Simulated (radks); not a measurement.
Ca4+, configuration [Ne] 3s2 3p4. All-electron calculation, non-relativistic Kohn-Sham, exchange-only B88, spin-polarised, spherical densities, point nucleus; open shells are filled with parallel spins first. Program: a radial shooting solver on a logarithmic mesh with Libxc functionals. Some entries of the table are withheld. Estimate them.

orbital  occ.  eigenvalue (Ry)  <r^2> (bohr^2)  <r> (bohr)
1s up       1        -293.1469        0.008037     0.07737
1s down     1        -293.0961        0.008035     0.07736
2s up       1        -34.32652          0.1589      0.3664
2s down     1        -34.27932          0.1586      0.3661
2p up       3        -28.76934             (1)      0.3279
2p down     3        -28.70363             (2)      0.3277
3s up       1         -7.15030           1.384       1.100
3s down     1         -6.87486           1.404       1.107
3p up       3         -5.70918             (3)       1.158
3p down     1         -5.44513             (4)       1.171

Answer. 
(1) 2p up <r^2> (bohr^2): 0.1329
(2) 2p down <r^2> (bohr^2): 0.1327
(3) 3p up <r^2> (bohr^2): 1.557
(4) 3p down <r^2> (bohr^2): 1.594
